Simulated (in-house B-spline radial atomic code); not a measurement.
Radial electron density of neutral scandium, [Ar] 3d1 4s2. Computed with an all-electron radial atomic-structure program (B-spline basis): Dirac-Kohn-Sham LDA VWN5, spherical fractional occupations, Fermi nucleus of rms radius 3.5459 fm, inside a hard spherical wall at 3.62 bohr.

Columns: r (bohr), 4πr²n(r) (electrons per bohr), bar.

```
 0.00273   0.5546 #
 0.00325   0.7659 #
 0.00387    1.054 ##
 0.00462    1.449 ##
  0.0055    1.971 ###
 0.00656    2.671 #####
 0.00781    3.578 ######
 0.00931    4.755 ########
  0.0111    6.245 ###########
  0.0132    8.056 ##############
  0.0158    10.31 #################
  0.0188    12.83 ######################
  0.0224    15.61 ##########################
  0.0267    18.49 ###############################
  0.0318    21.16 ####################################
  0.0379    23.34 ########################################
  0.0451    24.62 ##########################################
  0.0538    24.77 ##########################################
  0.0641    23.73 ########################################
  0.0764    21.81 #####################################
   0.091    19.74 #################################
   0.108    18.44 ###############################
   0.129    18.67 ################################
   0.154    20.67 ###################################
   0.184    23.67 ########################################
   0.219    25.97 ############################################
   0.261    25.95 ############################################
   0.311    22.83 #######################################
    0.37    17.43 ##############################
   0.441    11.75 ####################
   0.526    8.023 ##############
   0.627    7.167 ############
   0.747    8.163 ##############
    0.89    9.071 ###############
    1.06    8.566 ###############
    1.26    6.783 ###########
    1.51    4.666 ########
    1.79     3.32 ######
    2.14    2.598 ####
    2.55    1.884 ###
    3.04   0.7337 #
    3.58 0.003909
```

On this grid the curve has 3 maxima, near 0.0538, 0.219, 0.89 bohr.

The 3d3/2 radial function P(r) = rR(r), positive near the nucleus, with its small component Q(r) (sign convention: Q ≈ (P' + κP/r)/2c):

| r (bohr) | P | Q |
| --- | --- | --- |
| 0.0267 | 0.0007946 | 0.0005105 |
| 0.0379 | 0.002091 | 0.0009401 |
| 0.0538 | 0.005364 | 0.001674 |
| 0.0764 | 0.01328 | 0.002852 |
| 0.108 | 0.03098 | 0.004551 |
| 0.154 | 0.06921 | 0.006802 |
| 0.219 | 0.1416 | 0.009196 |
| 0.311 | 0.2619 | 0.01103 |
| 0.441 | 0.4293 | 0.01145 |
| 0.627 | 0.614 | 0.009997 |
| 0.89 | 0.7477 | 0.007111 |
| 1.26 | 0.7683 | 0.00409 |
| 1.79 | 0.6642 | 0.001762 |
| 2.55 | 0.4286 | -7.747e-05 |
| 3.58 | 0.01682 | -0.0015 |
